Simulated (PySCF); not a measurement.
# Excited states of Te⁵⁰⁺ (tellurium, charge +50)

Ground state 1s2, ¹S. Calculation: PySCF 2.14, in an even-tempered Gaussian basis (18 s from 7.04 bohr⁻², ratio 2.5; 9 p from 8.13 bohr⁻², ratio 2.7; 7 d from 9.03 bohr⁻², ratio 2.7; 3 f from 720 bohr⁻², ratio 2.7); the spin-free X2C one-electron Hamiltonian (Gaussian nucleus). Vertical excitation energies in eV without spin-orbit coupling; excited terms of each kind are numbered among those the solver found. Frozen: nothing.

```json
{"term": "1 3S", "leading excitation": "1s → s", "EOM-EE-CCSD": "27896.3"}
{"term": "1 1S", "leading excitation": "1s → s", "EOM-EE-CCSD": "27971.3"}
{"term": "1 3P°", "leading excitation": "1s → p", "EOM-EE-CCSD": "28194.0"}
{"term": "1 1P°", "leading excitation": "1s → p", "EOM-EE-CCSD": "28241.0"}
{"term": "2 3S", "leading excitation": "1s → s", "EOM-EE-CCSD": "33153.7"}
{"term": "2 1S", "leading excitation": "1s → s", "EOM-EE-CCSD": "33173.4"}
{"term": "2 3P°", "leading excitation": "1s → p", "EOM-EE-CCSD": "33241.6"}
{"term": "2 1P°", "leading excitation": "1s → p", "EOM-EE-CCSD": "33254.5"}
{"term": "1 3D", "leading excitation": "1s → d", "EOM-EE-CCSD": "33301.2"}
{"term": "1 1D", "leading excitation": "1s → d", "EOM-EE-CCSD": "33301.7"}
{"term": "2 3D", "leading excitation": "1s → d", "EOM-EE-CCSD": "35038.1"}
{"term": "2 1D", "leading excitation": "1s → d", "EOM-EE-CCSD": "35038.4"}
```

The spin-orbit splitting of the hole, absent here, rivals or exceeds the spacing of these terms, so the LS terms are model states.

Only the lower part of the computed list is shown. Doubly excited terms such as np² are absent. The solver can miss terms. The 8 highest virtual orbitals were dropped.
